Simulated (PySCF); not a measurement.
Compound: C₇H₁₁OP.
Bonds: C1–C2, C2–O3 (double), C2–C4, C4–P5, P5–C6, C6–C7, C7–C8 (double), C8–C9, P5–C9. Hydrogens: H10, H11, H12 on C1; H13, H14 on C4; H15, H16 on C6; H17 on C7; H18 on C8; H19, H20 on C9.

Level: PBE0/pcSseg-1 in PySCF, non-relativistic, on one gas-phase PBE0-D3(BJ)/def2-SVP geometry that isn't relaxed in the solvent. The solvent is an IEF-PCM continuum (van der Waals radii × 1.2). The model holds no explicit solvent molecules, cavitation or dispersion.

Gas phase at PBE0/pcSseg-1: HOMO -6.93 eV, LUMO -0.59 eV, dipole 2.48 D.

Q: What does the continuum do to the energy, the frontier levels and the dipole at PBE0/pcSseg-1 in tetrahydrofuran and acetone?

A: 
```json
{"solvent": "tetrahydrofuran", "ε": "7.426", "E(solvent) − E(gas) (kcal/mol)": "-5.28", "polarisation term (kcal/mol)": "-6.04", "distortion of the solute (kcal/mol)": "0.76", "HOMO (eV)": "-6.91", "LUMO (eV)": "-0.60", "dipole (D)": "3.30"}
{"solvent": "acetone", "ε": "20.49", "E(solvent) − E(gas) (kcal/mol)": "-6.14", "polarisation term (kcal/mol)": "-7.22", "distortion of the solute (kcal/mol)": "1.08", "HOMO (eV)": "-6.92", "LUMO (eV)": "-0.61", "dipole (D)": "3.47"}
```

The polarisation term is half the interaction of the solute with the surface charges that it induces; the rest is the cost of distorting the solute's density. The sum is the electrostatic part of solvation alone. From tetrahydrofuran to acetone the lowering changes by a factor 1.16, Onsager's factor (ε − 1)/(2ε + 1) by 1.15 and ε itself by 2.8.

Q: Which radius a makes the point-dipole formula ΔE = −[(ε − 1)/(2ε + 1)]·μ²/a³ give the value in acetone, with the gas-phase dipole?

A: μ = 0.974 au and |ΔE| = 0.00979 Eh give a = 1.88 Å; the farthest nucleus lies 4.02 Å from the centroid of the nuclei, so such a sphere wouldn't even hold the nuclei. The formula assumes a rigid point dipole at the centre of a sphere.

Q: Which ESP-fitted charges (PBE0/pcSseg-1) respond most in acetone (means over atoms taken as equivalent)?

A: 
```json
{"atoms": "P5", "environment": "phosphine phosphorus", "gas (e)": "-0.304", "solvent (e)": "-0.366", "change": "-0.062"}
{"atoms": "O3", "environment": "ketone oxygen", "gas (e)": "-0.467", "solvent (e)": "-0.527", "change": "-0.060"}
{"atoms": "C4", "environment": "sp3 carbon bound to phosphorus", "gas (e)": "-0.416", "solvent (e)": "-0.385", "change": "+0.031"}
{"atoms": "C6/C9", "environment": "sp3 carbon bound to phosphorus", "gas (e)": "+0.235", "solvent (e)": "+0.263", "change": "+0.028"}
{"atoms": "C7/C8", "environment": "alkene CH carbon", "gas (e)": "-0.238", "solvent (e)": "-0.256", "change": "-0.018"}
{"atoms": "C1", "environment": "methyl carbon next to a carbonyl", "gas (e)": "-0.326", "solvent (e)": "-0.309", "change": "+0.017"}
{"atoms": "H17/H18", "environment": "vinylic hydrogen", "gas (e)": "+0.123", "solvent (e)": "+0.132", "change": "+0.009"}
{"atoms": "H13/H14", "environment": "methylene hydrogen", "gas (e)": "+0.163", "solvent (e)": "+0.171", "change": "+0.008"}
{"atoms": "C2", "environment": "ketone carbonyl carbon", "gas (e)": "+0.577", "solvent (e)": "+0.581", "change": "+0.004"}
{"atoms": "H10/H11/H12", "environment": "methyl hydrogen", "gas (e)": "+0.097", "solvent (e)": "+0.100", "change": "+0.003"}
{"atoms": "H15/H16/H19/H20", "environment": "methylene hydrogen", "gas (e)": "+0.020", "solvent (e)": "+0.021", "change": "+0.001"}
```
